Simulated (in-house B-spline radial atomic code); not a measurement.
**Ag II (Ag+): [Kr] 4d10**

Computed with a radial B-spline atomic code at the basis-set limit: non-relativistic B3LYP, spin-polarised, spherical fractional occupations, exact exchange averaged over the configuration, point nucleus.

Screening seen three ways: the hydrogenic charge with the same mean radius, Z_r = [3n² - l(l+1)]/(2<r>), the one with the same energy, Z_e = n√(-2ε), and Slater's rules. Values are occupation-weighted means over spin.

| shell | electrons | ε (eV) | <r> (bohr) | Z_r | Z_e | Slater |
| --- | --- | --- | --- | --- | --- | --- |
| 1s | 2 | -24605 | 0.03239 | 46.31 | 42.53 | 46.70 |
| 2s | 2 | -3572 | 0.1405 | 42.72 | 32.41 | 42.85 |
| 2p | 6 | -3323.1 | 0.12 | 41.66 | 31.26 | 42.85 |
| 3s | 2 | -665.33 | 0.3809 | 35.44 | 20.98 | 35.75 |
| 3p | 6 | -564.69 | 0.3729 | 33.52 | 19.33 | 35.75 |
| 3d | 10 | -378.89 | 0.3454 | 30.40 | 15.83 | 25.85 |
| 4s | 2 | -100.21 | 0.9441 | 25.42 | 10.86 | 19.25 |
| 4p | 6 | -68.195 | 1.016 | 22.63 | 8.96 | 19.25 |
| 4d | 10 | -17.476 | 1.372 | 15.31 | 4.53 | 7.85 |

The least bound orbital is 4d at -17.48 eV, and it is also the most diffuse (<r> = 1.372 bohr).
